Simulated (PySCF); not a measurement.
```xyz
8

C     -0.9186    -0.1811    -0.2262
C      0.4532     0.2697     0.1563
N      1.4422    -0.5210     0.1520
H     -0.9112    -1.2372    -0.4903
H     -1.2880     0.4044    -1.0729
H     -1.6165    -0.0162     0.5997
H      0.5417     1.3268     0.4405
H      2.2972    -0.0454     0.4409
```

Charge 0, multiplicity 1.

Q: Give the Mulliken and meta-Löwdin atomic charges from PBE-D3(BJ)/def2-TZVP // B3LYP-D3(BJ)/def2-TZVP (PySCF 2.14.0).

A: 
| atom | Mulliken (e) | meta-Löwdin (e) |
|---|---|---|
| C1 | -0.25 | -0.37 |
| C2 | -0.12 | 0.06 |
| N3 | -0.26 | -0.39 |
| H4 | 0.12 | 0.14 |
| H5 | 0.12 | 0.13 |
| H6 | 0.12 | 0.13 |
| H7 | 0.07 | 0.08 |
| H8 | 0.20 | 0.22 |
